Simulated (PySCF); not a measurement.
Compound: C5H4ClN3.
Structure used (GFN2-xTB), in Å, numbered top down from 1:
```xyz
13
C5H4ClN3 angstrom
C     -2.0988    0.8559    0.8231
C     -1.5385   -0.0661    0.0469
C     -0.0993   -0.2050   -0.0852
C      0.4936   -1.1833   -0.9084
N      1.8008   -1.2873   -1.0101
N      2.5722   -0.4783   -0.3430
C      1.9990    0.4325    0.4240
Cl     3.0344    1.4756    1.2831
N      0.7004    0.6161    0.5915
H     -3.1667    0.9508    0.9132
H     -1.4845    1.5376    1.3868
H     -2.1285   -0.7641   -0.5308
H     -0.0886   -1.8839   -1.4874
```

Computed at PBE0/pcSseg-1 (PySCF, non-relativistic), with Q(14N) = 0.02044 b, Q(35Cl) = −0.0817 b: N5, 14N (I = 1): χzz = -6.714 MHz, η = 0.295; N6, 14N (I = 1): χzz = -5.811 MHz, η = 0.015; Cl8, 35Cl (I = 3/2): χzz = -75.33 MHz, η = 0.210; N9, 14N (I = 1): χzz = -5.161 MHz, η = 0.265.

(1) Where would the pure quadrupole (NQR) lines of 14N at N5 fall for the rigid, isolated species?

(2) Find the zero-field quadrupole resonance frequencies of 14N at N6.

(3) Where would the pure quadrupole (NQR) lines of 35Cl at Cl8 fall for the rigid, isolated species?

(4) Where would the pure quadrupole (NQR) lines of 14N at N9 fall for the rigid, isolated species?

(5) Apply the simplest Townes–Dailey estimate (no s hybridisation, no π bonding), ionic character = 1 − χzz/χ0, where χ0 is the coupling for one missing p electron along the bond: −109.74 MHz for 35Cl.

Answers

(1) From ν± = (3/4)|χ|(1 ± η/3) and ν0 = |χ|η/2: ν+ 5.530 MHz, ν− 4.540 MHz, ν0 0.989 MHz (pyridine-type nitrogen).

(2) From ν± = (3/4)|χ|(1 ± η/3) and ν0 = |χ|η/2: ν+ 4.381 MHz, ν− 4.336 MHz, ν0 0.045 MHz (pyridine-type nitrogen).

(3) From ν = (|χ|/2)√(1 + η²/3): ν = 37.94 MHz (aryl chlorine). For 37Cl the ratio of quadrupole moments, 0.7881, gives 29.90 MHz.

(4) From ν± = (3/4)|χ|(1 ± η/3) and ν0 = |χ|η/2: ν+ 4.212 MHz, ν− 3.529 MHz, ν0 0.684 MHz (pyridine-type nitrogen).

(5) Cl8 on C7: 1 − (-75.33)/(-109.74) = 0.31. In this model a purely covalent bond gives χ0 and a free halide ion gives zero; s hybridisation or π bonding, where present, is counted here as ionic character.

In a crystal, neighbours and librations shift these lines. GFN2-xTB bond lengths can be off by several hundredths of an ångström, more for odd bonds, and the gradients follow them. With a basis this small, the couplings can be 20 % off.

One conformer stands for the species.
